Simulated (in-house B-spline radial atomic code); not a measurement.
A run on neutral thulium (an excited or competing configuration) that did not converge. Method: scalar-relativistic (X2C) B97-1, spin-polarised, spherical fractional occupations, exact exchange averaged over the configuration, Fermi nucleus of rms radius 5.2256 fm; computed with an all-electron radial atomic-structure program (B-spline basis).

Command:
```bash
python run_scf.py task.json out
```
Settings (nuclear radius in fm, mass in u):
```
Z                69
configuration    [Kr] 4d9 4f13 5s2 5p6 6s2 7d1
hamiltonian      x2c
method           b97_1
spin_polarised   True
nucleus          fermi
rms_radius       5.2256
atomic_mass      168.93422
speed_of_light   137.035999084
exact_exchange   averaged over the configuration
```

First and last ten iterations of the last attempt (damped for 15 steps, keeping 80 % of the old Fock matrix, then DIIS):
```
 iter        energy (Eh)    residual
    1      -13559.836059    4.94e-01
    2      -13560.353258    1.36e-01
    3      -13560.564301    7.47e-02
    4      -13560.607588    4.53e-02
    5      -13560.620206    3.07e-02
    6      -13560.625419    2.17e-02
    7      -13560.628281    1.55e-02
    8      -13560.629534    1.12e-02
    9      -13560.630221    8.06e-03
   10      -13560.630546    5.83e-03
  111      -13560.630942    1.84e-05
  112      -13560.630942    1.55e-05
  113      -13560.630942    1.87e-05
  114      -13560.630943    3.98e-05
  115      -13560.630942    2.73e-05
  116      -13560.630942    1.66e-05
  117      -13560.630941    1.69e-05
  118      -13560.630942    1.52e-05
  119      -13560.630942    1.63e-05
  120      -13560.630942    1.75e-05
 not converged after 120 iterations
```

The smallest residual met was 1.3e-05; the threshold is about 7e-07. Over the last five steps the energy moves by less than 1e-06 hartree, but the orbitals didn't meet the threshold. Run time, properties included: 8.7 s on 1 thread of Arm Neoverse V1 (shared host).
